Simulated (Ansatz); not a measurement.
C$_{2}$H$_{8}$B$_{2}$, SMILES `CBBC`, relaxed with RKS PBE-D4/def2-SVP in Ansatz from a rough embedded geometry. The force threshold is 0.03 eV/Å; the program also tests the step.

The species carries charge 0 and has multiplicity 1.

Start:

```xyz
12

C    -0.587   -0.594    1.436
B     0.501    0.431    1.039
B     0.791    0.706   -0.546
C    -0.080   -0.008   -1.766
H    -0.366   -1.632    1.088
H    -0.655   -0.653    2.611
H    -1.615   -0.280    1.095
H     1.098    1.017    1.822
H     1.610    1.553   -0.868
H     0.120   -1.097   -1.614
H    -1.112    0.222   -1.582
H     0.294    0.336   -2.714
```

Problem. How much energy does the relaxation release, and in how many steps? (An estimate is asked.)

Solution. The calculation gave: 109.59 kJ/mol, in 16 steps, 1 of them rejected.

Problem. Which bonds change most? (Estimate.)

Solution. Ansatz gave: B3–C4 from 1.660 to 1.572 Å; B2–H8 from 1.147 to 1.232 Å; C1–H6 from 1.179 to 1.110 Å; C4–H12 from 1.076 to 1.110 Å.

Problem. Give the relaxed structure. (Best estimate.)

Solution. The calculation gave: 
```xyz
12

C    -0.383   -0.748    1.836
B     0.116    0.428    0.920
B     0.726    0.361   -0.621
C    -0.048    0.345   -1.989
H    -0.128   -1.776    1.510
H    -0.124   -0.617    2.907
H    -1.498   -0.662    1.801
H     0.034    1.559    1.400
H     1.954    0.298   -0.694
H     0.019   -0.720   -2.324
H    -1.124    0.606   -1.956
H     0.456    0.925   -2.790
```
